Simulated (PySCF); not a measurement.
Isomers of C5H10BNO2. Theory: PySCF, PBE0-D3(BJ)/def2-SVP geometry optimisation, gas phase. One conformer each; no zero-point energy, no entropy. No frequencies were run at this level. Point groups hold within 0.08 Å.

Question: Order them by energy at this level, lowest first, and give relative energies in kcal/mol.
A. `[NH2:1][C@:2]12[CH2:3][C@:4]([B:5]([OH:6])[OH:7])([CH2:8]1)[CH2:9]2` with H–N1–C2–C3 64° and -177°, C3–C4–B5–O6 -50°, C4–B5–O6–H -179°, C4–B5–O7–H 179°
B. `[CH3:1]/[N:2]=[CH:3]\[C@@H:4]1[CH2:5][CH2:6][O:7][BH:8][O:9]1` with N2–C3–C4–C5 -80°, C3–C4–C5–C6 -173°, C4–C5–C6–O7 52°, C5–C6–O7–B8 -26°, C6–O7–B8–O9 -1°

Answer: B (0.0), A (7.4).

As drawn, the lower has a C=N bond, which the higher lacks; the higher has a four-membered ring, an O–H bond and an N–H bond, which the lower lacks.

```csv
SMILES,E (Eh),E rel (kcal/mol),dipole (D),point group,"A, B, C (MHz)"
C/N=C\[C@@H]1CCOBO1,-425.87081,0.0,3.25,C1,"3806, 1013, 858.6"
N[C@]12C[C@](B(O)O)(C1)C2,-425.85895,7.4,2.78,C1,"3857, 1009, 917.7"
```

How do the relative energies change in single points at PBE0/pcSseg-1 (no added dispersion term) on the same geometries?

```csv
SMILES,PBE0-D3(BJ)/def2-SVP (kcal/mol),PBE0/pcSseg-1 (kcal/mol),shift
C/N=C\[C@@H]1CCOBO1,0.0,0.0,0.0
N[C@]12C[C@](B(O)O)(C1)C2,7.4,8.3,+0.9
```

Each column counts from its own lowest isomer. The order is unchanged; the largest shift is 0.9 kcal/mol.

As an exercise, what shares would exp(−E/RT) give at 2000 K from these electronic energies alone (no entropy, no degeneracies)?

RT = 3.974 kcal/mol: C/N=C\[C@@H]1CCOBO1 86.7 %, N[C@]12C[C@](B(O)O)(C1)C2 13.3 %.
